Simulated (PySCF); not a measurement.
## WHCl + HF → WHF + HCl

Level: PBE0 in the def2-TZVP basis family, computed in PySCF with density fitting; scalar-relativistic core potentials for atoms from Rb on, none lighter, no spin–orbit coupling; open shells unrestricted.

```
species                                    state and structure  ZPE (kJ/mol)  H(298 K) − H(0) (kJ/mol)  S° (J/(mol K))
   WHCl  quintet, Cs, W–Cl 2.262 Å, W–H 1.718 Å; Cl–W–H 120.4°          16.7                      11.5           290.6
     HF                              singlet, C∞v, H–F 0.920 Å          24.9                       8.7           173.6
    WHF    quintet, Cs, W–F 1.874 Å, W–H 1.721 Å; F–W–H 122.6°          18.7                      10.8           278.7
    HCl                             singlet, C∞v, H–Cl 1.279 Å          17.9                       8.7           186.6
```

**Question.** Is the gas-phase reaction uphill or downhill in electronic energy at this level, and by how much?

**Answer.** At PBE0/def2-TZVP, ΔE = 19.3 kJ/mol, uphill. Ligand exchange with HF takes part in thermal etching.

**Question.** Add zero-point, thermal and entropy terms for 298.15 K and 1 bar.

**Answer.** ΔZPE = -5.0 and Δ[H(298) − H(0)] = -0.7 kJ/mol give ΔH° = 13.6 kJ/mol. ΔS° = 1.1 J/(mol K), so ΔG° = 13.6 − 298.15 × (0.0011) = 13 kJ/mol and log₁₀K = -2.3.

Spin–orbit coupling can matter for WHCl, WHF and is left out. Open d or f shells are single determinants, so the state found may not be the ground state. Each species is the lowest minimum found with this bonding; other isomers or fragments can lie lower.
